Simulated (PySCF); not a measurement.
# input.py for Kr

File input.py (PySCF 2.14):

```python
from pyscf import gto, scf, mp

mol = gto.M(
    atom='Kr 0 0 0',
    basis='cc-pvtz',
    charge=0,
    spin=0,
    symmetry=True,
    verbose=4,
)
mf = scf.RHF(mol)
mf = mf.density_fit()
mf.kernel()
mp.MP2(mf).kernel()
mf.dip_moment()
print('orbital energies (hartree):', mf.mo_energy[..., max(0, mol.nelec[1]-3):mol.nelec[0]+3].round(4))
```

```bash
$ python input.py
```

Output (some set-up lines and the per-cycle HOMO/LUMO lines with their warnings removed):

```
PySCF version 2.14.0

[INPUT] verbose = 4
[INPUT] num. atoms = 1
[INPUT] num. electrons = 36
[INPUT] charge = 0
[INPUT] spin (= nelec alpha-beta = 2S) = 0
[INPUT] symmetry True subgroup None
[INPUT] Mole.unit = angstrom
[INPUT] Symbol           X                Y                Z      unit          X                Y                Z       unit  Magmom
[INPUT]  1 Kr     0.000000000000   0.000000000000   0.000000000000 AA    0.000000000000   0.000000000000   0.000000000000 Bohr   0.0

nuclear repulsion = 0
point group symmetry = SO3
symmetry origin: [0. 0. 0.]
symmetry axis x: [1. 0. 0.]
symmetry axis y: [0. 1. 0.]
symmetry axis z: [0. 0. 1.]
num. orbitals of irrep s+0 = 6
num. orbitals of irrep p-1 = 5
num. orbitals of irrep p+0 = 5
num. orbitals of irrep p+1 = 5
num. orbitals of irrep d-2 = 3
num. orbitals of irrep d-1 = 3
num. orbitals of irrep d+0 = 3
num. orbitals of irrep d+1 = 3
num. orbitals of irrep d+2 = 3
num. orbitals of irrep f-3 = 1
num. orbitals of irrep f-2 = 1
num. orbitals of irrep f-1 = 1
num. orbitals of irrep f+0 = 1
num. orbitals of irrep f+1 = 1
num. orbitals of irrep f+2 = 1
num. orbitals of irrep f+3 = 1
number of shells = 10
number of NR pGTOs = 111
number of NR cGTOs = 43
basis = cc-pvtz
ecp = {}

******** <class 'pyscf.df.df_jk.DFSymAdaptedRHF'> ********
method = DFSymAdaptedRHF
initial guess = minao
damping factor = 0
level_shift factor = 0
DIIS = <class 'pyscf.scf.diis.CDIIS'>
diis_start_cycle = 1
diis_space = 8
diis_damp = 0
SCF conv_tol = 1e-09
SCF conv_tol_grad = None
SCF max_cycles = 50
direct_scf = False
Freeze 0 electrons in irreps []
    36 free electrons in irreps s+0 p-1 p+0 p+1 d-2 d-1 d+0 d+1 d+2 f-3 f-2 f-1 f+0 f+1 f+2 f+3
Set gradient conv threshold to 3.16228e-05
Initial guess from minao.
******** <class 'pyscf.df.df.DF'> ********
auxbasis = cc-pvtz-jkfit
init E= -2750.78639753251
cycle= 1 E= -2752.05086600794  delta_E= -1.26  |g|= 0.121  |ddm|= 0.589
cycle= 2 E= -2752.05195240947  delta_E= -0.00109  |g|= 0.0469  |ddm|= 0.0615
cycle= 3 E= -2752.0521113668  delta_E= -0.000159  |g|= 0.00271  |ddm|= 0.0229
cycle= 4 E= -2752.05211244827  delta_E= -1.08e-06  |g|= 0.000186  |ddm|= 0.00236
cycle= 5 E= -2752.05211246009  delta_E= -1.18e-08  |g|= 1.7e-05  |ddm|= 0.000316
cycle= 6 E= -2752.05211246019  delta_E= -9.5e-11  |g|= 4.62e-07  |ddm|= 3.27e-05
Extra cycle  E= -2752.05211246019  delta_E= 9.09e-13  |g|= 1.41e-07  |ddm|= 5.11e-07
converged SCF energy = -2752.05211246019

******** <class 'pyscf.mp.dfmp2.DFRMP2'> ********
nocc = 18, nmo = 43
E(DFRMP2) = -2752.32715238601  E_corr = -0.275039925826706
E(SCS-DFRMP2) = -2752.31037452068  E_corr = -0.258262060494376
E_corr(same-spin) = -0.0828298274973117
E_corr(oppo-spin) = -0.192210098329394
Dipole moment(X, Y, Z, Debye):  0.00000,  0.00000,  0.00000
orbital energies (hartree): [-0.5238 -0.5238 -0.5238  0.4184  0.4184  0.4184]
```

In short: E(SCF) = -2752.052112 Eh, 6 cycles, E(MP2) − E(SCF) = -0.27504 Eh.

Wall time 0.93 s on one thread of a shared host.
